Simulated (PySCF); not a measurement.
Results of a calculation; reference values are marked as such.
## Si3H10N3

The system: Si3H10N3, a small molecule (built as: Si site whose three back bonds go to NHSiH3, NHSiH3, NH2); neutral, doublet. The structure, one conformer, was relaxed in the gas phase by PBE0-D3(BJ)/def2-SVP. No frequency run checks that it is a minimum.

SMILES: N[Si](N[SiH3])N[SiH3]

```tsv
atom	x (Å)	y (Å)	z (Å)
Si1	1.049	-0.066	-0.929
N2	-0.298	-0.986	-1.540
Si3	-1.465	-1.780	-0.506
N4	0.984	-0.207	0.809
Si5	0.551	1.121	1.866
N6	0.771	1.627	-1.229
H7	-0.316	-1.241	-2.523
H8	-0.866	-2.819	0.389
H9	-2.207	-0.808	0.350
H10	-2.438	-2.466	-1.413
H11	1.365	-1.037	1.254
H12	1.506	2.272	1.806
H13	0.595	0.575	3.259
H14	-0.822	1.635	1.593
H15	0.040	1.886	-1.885
H16	1.546	2.280	-1.271
```

EPR values by unrestricted B3LYP, IGLO-III on N Si, pcH-1 on H.

Problem. Predict g and the largest hyperfine couplings. Where does the spin sit?

Solution. g = 2.0016, 2.0018, 2.0024. The spin sits on Si1 (77 %, bonded to 3 N) by Mulliken populations.
```
atom  isotope  isotropic (MHz)  dipolar, principal values (MHz)
 Si1     29Si           -756.8               -116.9, 58.1, 58.8
  N4      14N             26.6                  -4.4, -4.0, 8.3
  N2      14N             25.9                  -4.3, -4.0, 8.3
  N6      14N             19.1                 -6.2, -5.8, 11.9
 H16       1H             -6.6                 -8.5, -4.0, 12.5
 H11       1H             -5.6                 -7.1, -3.2, 10.4
```

Problem. How do the isotropic couplings move with BHandHLYP?

Solution. Si1 -756.8 to -795.2 MHz, N4 26.6 to 26.6 MHz, N2 25.9 to 26.4 MHz, N6 19.1 to 20.5 MHz.
